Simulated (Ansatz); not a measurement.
Mulliken charges of C₂H₂SSe, SMILES `S=C1C[Se]1` from PBE/def2-TZVPP in Ansatz (PBE0-D4/def2-TZVP geometry).

| atom | x (Å) | y (Å) | z (Å) | charge (e) |
| --- | --- | --- | --- | --- |
| S1 | -0.373 | -2.241 | 0.373 | -0.162 |
| C2 | -0.356 | -0.700 | -0.009 | -0.028 |
| C3 | 0.402 | 0.532 | 0.046 | -0.105 |
| Se4 | -1.367 | 0.660 | -0.846 | 0.053 |
| H5 | 1.260 | 0.637 | -0.611 | 0.121 |
| H6 | 0.477 | 1.046 | 1.000 | 0.121 |

**Question.** By hand: the dipole of these point charges (1 e Å = 4.8032 D).

**Answer.** Σ q r = (0.166, 0.565, -0.063) e Å, of length 0.592 e Å = 2.84 D.

**Question.** How does the dipole of the full density compare? (An estimate is asked.)

**Answer.** Computed: (0.186, 0.388, -0.008) e Å, 2.07 D; the point charges give 1.37 times that, at 11° from its direction.

Point charges leave out the atoms' own dipoles, such as those of lone pairs, and Mulliken's split depends on the basis, so the two needn't agree.
